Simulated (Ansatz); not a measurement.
Reaction (homolysis of the B–C bond): `CB(N)N` → `N[B]N`• + `[CH3]`•

Calculated with Ansatz (gas phase, PBE0-D4/def2-TZVP geometries, no zero-point term in ΔE). CBS: MP2 limit from def2 TZ/QZ plus the TZ coupled-cluster correction, frozen cores. This one scheme is used for every species. DFT in def2-TZVPP. No spin–orbit coupling; open shells (•) take unrestricted orbitals. One conformer a species, not always the lowest.

| level | ΔE (eV) |
| --- | --- |
| PBE0-D4 | 4.61 |
| BLYP | 4.35 |

Problem. What does CCSD(T)/CBS give? (Estimate.)

Solution. The calculation gave: +4.76 eV. The listed levels differ from it by -0.15, -0.41 eV.

Largest T1 diagnostic among the species: 0.012.

The D4 term adds +0.10 eV with B3LYP and +0.06 eV with PBE0; it sums over pairs of atoms, weighted by their polarisabilities, and B3LYP, whose exchange is more repulsive, gets the larger term. From BLYP to BHLYP (50 % exact exchange), in def2-TZVPP and without D4, ΔE moves by +0.10 eV.

B3LYP here is the variant with VWN-RPA as its local correlation; programs differ in this.
